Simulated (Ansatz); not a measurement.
Coupled-cluster diagnostics for the cluster Mg5H10 (the lowest singlet isomer of a short search), Ansatz.

Geometry of the singlet (r2SCAN-D4/def2-SVP):

```xyz
15

Mg   -0.518    1.853    1.969
Mg    0.310   -0.358   -2.871
Mg   -1.317   -0.002   -0.327
Mg    0.010   -1.088    2.003
Mg    1.583   -0.860   -0.354
H    -0.262    0.288    3.110
H     2.037   -0.018   -1.867
H     0.430    0.376    0.614
H     0.175    3.369    2.352
H    -1.069    0.647   -2.015
H     0.035   -1.476   -1.211
H     1.598   -1.780    1.276
H    -1.906    1.324    0.843
H     0.351   -0.866   -4.505
H    -1.456   -1.410    0.983
```

Correlated methods freeze 5 core orbitals; core or outer-core shells of Mg are correlated, in sets that lack core-valence functions. The structure comes from a short search, and lower isomers may exist.

Q: Estimate the CCSD(T) correlation energy, the shares of MP2 and (T), T1 and the reference's ⟨S²⟩ for: charge 0, singlet, own geometry in def2-SVP; and the rough time on 4 threads of Arm Neoverse V1 on a shared host.

A: 
| state | basis | correlation (eV) | MP2 share (%) | (T) share (%) | T1 | ⟨S²⟩ (pure) | wall time |
| --- | --- | --- | --- | --- | --- | --- | --- |
| charge 0, singlet, own geometry | def2-SVP | -10.476 | 78.7 | 1.7 | 0.007 | 0.00 (0.00) | 66 s |
Customary marks for T1 are 0.02 (closed shells), 0.045 (open shells) and about 0.05 (3d metals). T1 stays under 0.02 throughout.
